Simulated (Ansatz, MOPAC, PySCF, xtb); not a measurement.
Donor–acceptor adduct: BF3 (SMILES FB(F)F) (first 4 atoms) with NH3 (SMILES N); geometry from B3LYP-D3(BJ)/def2-TZVP, rigid monomers moved along the line of their centres of mass till B2···N5 is 3.05 Å.
(charge 0, multiplicity 1):
```xyz
8

F     -1.128    -0.835     0.693
B     -0.007    -0.090     0.962
F      0.003     1.149     0.371
F      1.173    -0.781     0.849
N     -0.223     0.516     3.938
H     -1.079     1.030     4.130
H     -0.234    -0.349     4.472
H      0.570     1.077     4.240
```

Interaction energies are E(AB) − E(A) − E(B) at the monomers' geometry in the complex; basis-set methods are counterpoise corrected. Rows marked so take none.

Rows in 3-21G carry no dispersion term and start afresh at each structure. The state that PM7 reach isn't checked; PM7 holds dispersion and hydrogen-bond terms.

Codes used: Ansatz (an electronic-structure program); MOPAC for PM7 (differences of heats of formation); PySCF for 3-21G rows; xtb for the GFN methods. Each number belongs to the level named beside it.

One of these levels gives -22.2 kJ/mol for the interaction energy. Name it.
A) PM7
B) PBE/def2-TZVPPD
C) HF/3-21G (no counterpoise)
D) GFN2-xTB

D, GFN2-xTB. The others give -20.4 (PM7), -72.9 (HF/3-21G (no counterpoise)), -43.4 (PBE/def2-TZVPPD)
